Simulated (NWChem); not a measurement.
System: C3H5F; SMILES CC(F)=C

Here is an NWChem input.

```
start job
memory heap 200 mb stack 900 mb global 1100 mb
geometry units angstroms noautoz
  C     -1.063545    -0.977506     0.000000
  C     -0.056970    -0.089990     0.000000
  C     -0.137888     1.400678     0.000000
  F      1.225359    -0.529701     0.000000
  H     -2.105078    -0.631446     0.000000
  H     -0.857390    -2.056758     0.000000
  H      0.376567     1.816342     0.891758
  H     -1.187949     1.745199     0.000000
  H      0.376567     1.816342    -0.891758
end
basis spherical
  C library cc-pvdz
  F library cc-pvdz
  H library cc-pvdz
end
dft
  xc b3lyp
  iterations 150
  mulliken
end
task dft energy
```

Geometry: optimised at PBE-D3(BJ)/def2-SVP.

What results follow from this input? (B3LYP/cc-pVDZ.) Quantities: basis functions; energy (Ha); highest occupied level (eV); orbital gap (eV); dipole (D).


| Quantity | Value |
|---|---|
| number of basis functions | 81 |
| energy (Ha) | -217.16 |
| highest occupied level (eV) | -6.84 |
| orbital gap (eV) | 7.29 |
| dipole (D) | 1.44 |
